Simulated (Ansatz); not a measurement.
Consider the cleavage of the Si–Al bond: `[SiH3][O][AlH][SiH3]` + `[OH][In]([OH])[Cl]` → `[OH][In]([Cl])[O][SiH3]` + `[AlH2][O][SiH3]`.

Isolated molecules relaxed with PBE0-D4/def2-TZVP in Ansatz; ΔE leaves out vibrations. CCSD(T)/CBS adds triple-zeta CCSD(T) − MP2 to the extrapolated MP2 energy (def2 sets, frozen cores). DFT in def2-TZVPP. Elements past krypton have def2 core potentials. For In outer-core shells are correlated without core-valence functions, which leaves a few kJ/mol of doubt a bond. One conformer a species, not always the lowest.

(1) Is it downhill or uphill in electronic energy at CCSD(T)/CBS, and by how much? (Estimate.)

(2) What do these levels give: PBE-D4, r2SCAN-D4, PBE0-D4, ωB97X-V, ωB97M-V, B2PLYP, r2SCAN, PBE0, MP2/def2-TZVPP, CCSD/def2-TZVPP, HF/def2-QZVPP, CCSD/CBS(def2)? (An estimate is asked.)

Largest T1 diagnostic among the species: 0.016.

## Answers

(1) Computed: Downhill: ΔE = -93.5 kJ/mol.

(2) The calculation gave: PBE-D4 -60.9, r2SCAN-D4 -83.8, PBE0-D4 -71.9, ωB97X-V -90.2, ωB97M-V -95.6, B2PLYP -94.9, r2SCAN -83.7, PBE0 -71.4, MP2/def2-TZVPP -101.9, CCSD/def2-TZVPP -95.6, HF/def2-QZVPP -122.2, CCSD/CBS(def2) -96.7 kJ/mol.

From PBE to PBE0 (25 % exact exchange), in def2-TZVPP and without D4, ΔE moves by −11.2 kJ/mol. In def2-TZVPP, CCSD(T) changes the Hartree–Fock value by +26.9 kJ/mol (the triples alone add +3.1 kJ/mol) and MP2 by +17.5 kJ/mol.
